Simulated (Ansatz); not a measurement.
`[F][Sn]([F])([Cl])[Cl]` + HI → `[F][Sn]([F])([Cl])[I]` + HCl at 700 K and 1 bar (ligand exchange at the Sn–Cl bond).

Calculated with Ansatz (gas phase, PBE0-D4/def2-TZVP geometries, no zero-point term in ΔE). CCSD(T)/CBS adds triple-zeta CCSD(T) − MP2 to the extrapolated MP2 energy (def2 sets, frozen cores). This one scheme is used for every species. Elements past krypton have def2 core potentials. For I, Sn outer-core shells are correlated without core-valence functions, which leaves a few kJ/mol of doubt a bond.

```json
{"species": "`[F][Sn]([F])([Cl])[Cl]`", "CCSD(T)/CBS energy (Eh)": "-1333.31864", "H − E (kJ/mol)": "78.3", "S (J/(mol·K))": "446.4"}
{"species": "HI", "CCSD(T)/CBS energy (Eh)": "-298.03592", "H − E (kJ/mol)": "34.6", "S (J/(mol·K))": "231.7"}
{"species": "`[F][Sn]([F])([Cl])[I]`", "CCSD(T)/CBS energy (Eh)": "-1170.98597", "H − E (kJ/mol)": "78.0", "S (J/(mol·K))": "473.0"}
{"species": "HCl", "CCSD(T)/CBS energy (Eh)": "-460.38127", "H − E (kJ/mol)": "38.4", "S (J/(mol·K))": "211.8"}
```

H − E and S are ideal-gas, rigid-rotor, harmonic terms from PBE0-D4/def2-TZVP. 1 Eh = 2625.50 kJ/mol, R = 8.31446 J/(mol·K).

**Question.** By hand: ΔE, ΔH, ΔS and ΔG.

**Answer.** ΔE = (-1170.98597) + (-460.38127) − (-1333.31864) − (-298.03592) = -0.01268 Eh = -33.3 kJ/mol. Δ(H − E) = 78.0 + 38.4 − 78.3 − 34.6 = 3.5, so ΔH = -29.8 kJ/mol. ΔS = 473.0 + 211.8 − 446.4 − 231.7 = 6.7 J/(mol·K). ΔG = -29.8 − 700 × (6.7)/1000 = -34.5 kJ/mol.

**Question.** By hand: the equilibrium constant, and the temperature at which ΔG would vanish if ΔH and ΔS stayed fixed.

**Answer.** log₁₀ K = −ΔG/(RT ln 10) = 2.6. ΔH and −TΔS have one sign here, so there is no such temperature.

The number of gas molecules stays the same, so ΔS is small and ΔH decides. A doubt of 5 kJ/mol in ΔE shifts log₁₀ K by 0.4 here. These are equilibria of isolated gas molecules and say nothing of rates. Largest T1 diagnostic: 0.013 (customary marks: 0.02 for closed shells, 0.045 for open ones).
